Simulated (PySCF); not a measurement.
## Radial density of S (sulfur, neutral)

UHF, [Ne] 3s1 3p4 4s1, high-spin 5P determinant (an excited configuration). Computed with PySCF 2.14 in aug-cc-pVTZ-DK (6s5p3d2f, 50 functions), with scalar relativity by spin-free X2C-1e.

| r (bohr) | 4πr²ρ (e/bohr) | 4πr²(ρα − ρβ) |
| --- | --- | --- |
| 0.00210 | 0.1632 | 0.0006 |
| 0.00352 | 0.4222 | 0.0016 |
| 0.00593 | 1.067 | 0.0041 |
| 0.00997 | 2.576 | 0.0099 |
| 0.0168 | 5.731 | 0.0219 |
| 0.0282 | 11.09 | 0.0417 |
| 0.0474 | 16.92 | 0.0617 |
| 0.0798 | 17.77 | 0.0688 |
| 0.134 | 12.84 | 0.1265 |
| 0.226 | 14.18 | 0.3694 |
| 0.380 | 17.33 | 0.3427 |
| 0.639 | 7.464 | 0.0234 |
| 1.07 | 2.774 | 1.4834 |
| 1.81 | 2.781 | 1.7382 |
| 3.04 | 0.7411 | 0.4019 |
| 5.11 | 0.2976 | 0.2768 |
| 8.60 | 0.008811 | 0.0088 |

Densities and radii are taken from the X2C orbitals without a picture-change correction, which distorts them close to the nucleus.

The outer electron is Rydberg-like, and this basis confines it to a smaller radius and binds it less than a complete one would.
